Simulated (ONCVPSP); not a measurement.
## rubidium: one change to an ONCV potential, before and after

Rb (Z = 37), optimised norm-conserving Vanderbilt (ONCV), made with ONCVPSP 4.0.1 (LDA (Perdew-Wang 92), scalar-relativistic). Core [Ar] 3d10, reference 4s2 4p6 5s0.5 (charge +0.5). Waves: 4s+5s: rc 2.45 bohr, ncon 4, nbas 7, qcut 4.2 1/bohr, 2 projectors; 4p: rc 2.60 bohr, ncon 3, nbas 6, qcut 6.1 1/bohr, 2 projectors, debl 0.7 Ha; d scattering state at 0.04 Ha: rc 2.00 bohr, ncon 4, nbas 7, qcut 4 1/bohr, 2 projectors, debl 1.2 Ha. Local part: polynomial inside 1.35 bohr (lpopt 1, dvloc0 3 Ha). Core correction: Teter function, fcfact 5, rcfact 1.

Change: d: nproj 0; local potential the d channel.

Cutoffs: the cutoffs (Ha) at which the residual kinetic energy of the hardest occupied pseudo-wave falls to 1 and 0.1 mHa per electron; they do not see the model core or the augmentation charge, which bear on the density cutoff. Errors are all-electron minus pseudo energies relative to the spin-unpolarised reference configuration.

Q: What does the change do?

A: The potential gets neither clearly harder nor softer (7.0 Ha and 8.5 Ha → 7.0 Ha and 8.5 Ha); a bound ghost appears in p, which as a rule spoils a file; the errors of the 4 common tests hardly move. In the separable form a ghost depends on how the local part lies against the semilocal potential of the channel, so the choice of the local part can create or remove one.

```csv
quantity,base,changed
"cutoff, loose",7.0 Ha,7.0 Ha
"cutoff, tight",8.5 Ha,8.5 Ha
bound ghosts,none,p
GHOST(+) flags under 300 eV,none,none
"error for 4s2 4p6 5s1, meV [ΔE -1.66 eV]",0.0,0.0
"error for 4s2 4p6 5s0, meV [ΔE 2.62 eV]",-0.2,-0.2
"error for 4s2 4p6 5s0 5p1, meV [ΔE -0.04 eV]",0.0,0.0
"error for 4s2 4p6 4d0.5 5s0.5, meV [ΔE -0.50 eV]",-0.5,-0.5
s: phases at 2.49 bohr within 0.05 rad from the reference energy up to (Ha; the scan ends near 5),3.1,3.4
p: phases at 2.63 bohr within 0.05 rad from the reference energy up to (Ha; the scan ends near 5),3.9,3.5
d: phases at 2.03 bohr within 0.05 rad from the reference energy up to (Ha; the scan ends near 5),3.6,2.9
"rms error of d²Exc/dni dnj with the model core, mHa",1.97,1.97
```

 A true bound ghost makes a file unfit for plane-wave use even where its test errors are small: the radial tests pick states by their node count and pass the ghost by.
